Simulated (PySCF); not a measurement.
**Correlation energy of Ru (ruthenium, neutral)**

[Kr] 4d7 5s1, high-spin 5F determinant. Calculation: PySCF 2.14, in x2c-TZVPall (8s6p6d1f, 63 functions); the spin-free X2C one-electron Hamiltonian (Gaussian nucleus). Frozen: [Kr]; 8 electrons correlated.

MP2 pair energies summed by pair of shells (mhartree):

```
 pair   energy  share (%)
4d-4d  -121.91       85.4
4d-5s   -20.77       14.6
```

Total MP2 correlation energy: -142.68 mhartree.

Same-spin part -64.89 and opposite-spin part -77.79 mhartree; SCS-MP2 scales them by 1/3 and 6/5 to -114.98 mhartree.
